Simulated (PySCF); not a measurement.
# Relaxation of singlet BrRuN

Method: PySCF, PBE0, basis Ru def2-TZVP with ECP28, N def2-TZVP, Br def2-TZVP (scalar-relativistic core potentials, no spin–orbit coupling, density fitting). A (50,194) grid was used.

A hand-made bent start, of Cs symmetry, held to at least that symmetry:

Coordinates in bohr (charge 0 multiplicity 1):
```
Ru   -1.3051    0.0000   -1.1849
N    -3.9985    0.0000    0.7011
Br    2.3947    0.0000    1.4056
```

(1) What forces act on the atoms at the start (eV/Å)?

(2) What does it relax to?

(3) How much energy is released, and in how many steps?

Results:

(1) 
| atom | Fx | Fy | Fz |
| --- | --- | --- | --- |
| Ru1 | -6.65 | 0.00 | 5.90 |
| N2 | 6.86 | 0.00 | -5.35 |
| Br3 | -0.21 | 0.00 | -0.55 |

(2) It ends at Cs with Ru–Br 2.413 Å, Ru–N 1.542 Å; Br–Ru–N 135.5°. A frequency run shows a minimum. Other isomers or separated fragments may lie lower.

(3) 114.2 kJ/mol in 8 steps.
